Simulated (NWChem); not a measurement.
System: BPH$_{4}$O$_{2}$; SMILES OB(O)P

Input file for NWChem:

```
start job
memory heap 200 mb stack 900 mb global 1100 mb
geometry units angstroms noautoz
  B     -0.002933    -0.498674     0.000000
  O     -0.020638    -1.131187    -1.205782
  H     -0.056431    -2.093075    -1.166316
  O     -0.020638    -1.131187     1.205782
  H     -0.056431    -2.093075     1.166316
  P     -0.088329     1.436195     0.000000
  H      0.849632     1.630710     1.054787
  H      0.849632     1.630710    -1.054787
end
basis spherical
  * library def2-svp
end
dft
  xc xcamb88 1.00 lyp 0.81 vwn_5 0.19 hfexch 1.00
  cam 0.33 cam_alpha 0.19 cam_beta 0.46
  iterations 150
  vectors input atomic output neutral.movecs
end
task dft energy
charge 1
dft
  odft
  mult 2
  vectors input atomic output cation.movecs
end
task dft energy
```

Output (shortened):

```
             Northwest Computational Chemistry Package (NWChem) 7.3.0
             --------------------------------------------------------

 CS  symmetry detected

                             Geometry "geometry" -> ""
                             -------------------------

 Output coordinates in angstroms (scale by  1.889725989 to convert to a.u.)

  No.       Tag          Charge          X              Y              Z
 ---- ---------------- ---------- -------------- -------------- --------------
    1 B                    5.0000    -0.00122880     0.49931903     0.00000000
    2 O                    8.0000    -0.01941635     1.13181834    -1.20578200
    3 H                    1.0000    -0.05594320     2.09367875    -1.16631600
    4 O                    8.0000    -0.01941635     1.13181834     1.20578200
    5 H                    1.0000    -0.05594320     2.09367875     1.16631600
    6 P                   15.0000    -0.08514860    -1.43561456     0.00000000
    7 H                    1.0000     0.85296053    -1.62941390     1.05478700
    8 H                    1.0000     0.85296053    -1.62941390    -1.05478700

 Effective nuclear repulsion energy (a.u.)     148.8872946467

      Symmetry information
      --------------------

 Group name             Cs
 Group number              2
 Group order               2
 No. of unique centers     5

                                 NWChem DFT Module
                                 -----------------

 Summary of "ao basis" -> "ao basis" (spherical)
 ------------------------------------------------------------------------------
       Tag                 Description            Shells   Functions and Types
 ---------------- ------------------------------  ------  ---------------------
 B                          def2-svp                 6       14   3s2p1d
 O                          def2-svp                 6       14   3s2p1d
 H                          def2-svp                 3        5   2s1p
 P                          def2-svp                 8       18   4s3p1d

      Symmetry analysis of basis
      --------------------------

        a'         47
        a"         33

            General Information
            -------------------
          SCF calculation type: DFT
          Wavefunction type:  closed shell.
          No. of atoms     :     8
          No. of electrons :    40
           Alpha electrons :    20
            Beta electrons :    20
          Charge           :     0
          Spin multiplicity:     1
          Use of symmetry is: on ; symmetry adaption is: on
          Maximum number of iterations: 150
          AO basis - number of functions:    80
                     number of shells:    38
          Convergence on energy requested:  1.00D-06
          Convergence on density requested:  1.00D-05
          Convergence on gradient requested:  5.00D-04

              XC Information
              --------------
                     Hartree-Fock (Exact) Exchange  1.000
                   CAM-Becke88 Exchange Functional  1.000
                      VWN V Correlation Functional  0.190 local
              Lee-Yang-Parr Correlation Functional  0.810

           Range-Separation Parameters
           ---------------------------
           Alpha           :  0.19
           Beta            :  0.46
           Gamma           :  0.33
           Short-Range HF  :     F

             Grid Information
             ----------------
          Grid used for XC integration:  medium
          Radial quadrature: Mura-Knowles
          Angular quadrature: Lebedev.
          Tag              B.-S. Rad. Rad. Pts. Rad. Cut. Ang. Pts.
          ---              ---------- --------- --------- ---------
          B                   0.85       49           8.0       434
          O                   0.60       49          10.0       434
          H                   0.35       45          11.0       434
          P                   1.00       88          10.0       590
          Grid pruning is: on
          Number of quadrature shells:   276
          Spatial weights used:  Erf1

      Superposition of Atomic Density Guess
      -------------------------------------

 Sum of atomic energies:        -516.42107877

      Non-variational initial energy
      ------------------------------

 Total energy =    -517.914190
 1-e energy   =   -1007.213402
 2-e energy   =     340.411917
 HOMO         =      -0.295920
 LUMO         =       0.072195

      Symmetry analysis of molecular orbitals - initial
      -------------------------------------------------

  Numbering of irreducible representations:

     1 a'          2 a"

  Orbital symmetries:

     1 a'          2 a'          3 a"          4 a'          5 a'
     6 a"          7 a'          8 a'          9 a'         10 a"
    11 a'         12 a'         13 a"         14 a'         15 a'
    16 a"         17 a"         18 a"         19 a'         20 a'
    21 a'         22 a'         23 a"         24 a'         25 a"
    26 a'         27 a'         28 a"         29 a'         30 a'

   convergence    iter        energy       DeltaE   RMS-Dens  Diis-err
 ---------------- ----- ----------------- --------- --------- ---------
 d= 0,ls=0.0,diis     1   -518.7677262149 -6.68D+02  1.39D-02  7.53D-01
 d= 0,ls=0.0,diis     2   -518.8004070912 -3.27D-02  5.48D-03  6.44D-01
 d= 0,ls=0.0,diis     3   -518.8552637610 -5.49D-02  9.90D-04  1.55D-02
 d= 0,ls=0.0,diis     4   -518.8568229079 -1.56D-03  2.03D-04  3.47D-04
 d= 0,ls=0.0,diis     5   -518.8568684173 -4.55D-05  7.50D-05  1.45D-05
  Resetting Diis
 d= 0,ls=0.0,diis     6   -518.8568709537 -2.54D-06  2.10D-05  2.32D-06
 d= 0,ls=0.0,diis     7   -518.8568713373 -3.84D-07  4.59D-06  3.59D-08

         Total DFT energy =     -518.856871337262
      One electron energy =    -1010.973483759099
           Coulomb energy =      389.204363037860
    Exchange-Corr. energy =      -45.975045262724
 Nuclear repulsion energy =      148.887294646702

[...]
```

Level: CAM-B3LYP/def2-SVP, vertical spin-unrestricted ions. Structure relaxed at the PBE0/def2-SVP level.
